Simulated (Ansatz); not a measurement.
`CC1=CC(C)=[O+][B-](C)(C)O1` and `CC1=CC(C)=[O+][Al-]([CH3])([F])[O]1` differ in one atom or group.

Ansatz, PBE0-D4/def2-TZVP geometries, multiplicity 1. 

```tsv
property	`CC1=CC(C)=[O+][B-](C)(C)O1`
HOMO energy (PBE0/def2-TZVPP) / eV	-6.74
LUMO energy (B3LYP/def2-TZVPP) / eV	-2.04
size of the dipole moment (PBE/def2-TZVPP) / D	4.40
HOMO energy (PBE/def2-TZVPP) / eV	-5.56
HOMO–LUMO gap (PBE0/def2-TZVPP) / eV	4.92
HOMO–LUMO gap (B3LYP/def2-TZVPP) / eV	4.52
```

Question: What does the change do to each property? (Best estimate.)

Answer: Ansatz gave: 
| property | `CC1=CC(C)=[O+][Al-]([CH3])([F])[O]1` | shift |
| --- | --- | --- |
| HOMO energy (PBE0/def2-TZVPP) / eV | -7.51 | -0.77 |
| LUMO energy (B3LYP/def2-TZVPP) / eV | -2.29 | -0.25 |
| size of the dipole moment (PBE/def2-TZVPP) / D | 5.32 | 0.92 |
| HOMO energy (PBE/def2-TZVPP) / eV | -6.35 | -0.79 |
| HOMO–LUMO gap (PBE0/def2-TZVPP) / eV | 5.44 | 0.52 |
| HOMO–LUMO gap (B3LYP/def2-TZVPP) / eV | 5.03 | 0.51 |

With PBE0 the HOMO falls by 0.77 eV and the LUMO falls by 0.25 eV, so the gap widens by about 0.52 eV. PBE moves the HOMO by -0.79 eV and ωB97M-V by -0.72 eV. Dipoles are sizes alone; their direction can turn.

Positive LUMOs are unbound, so they and the gaps depend on the basis.

B3LYP here is the variant with VWN-RPA as its local correlation; programs differ in this.
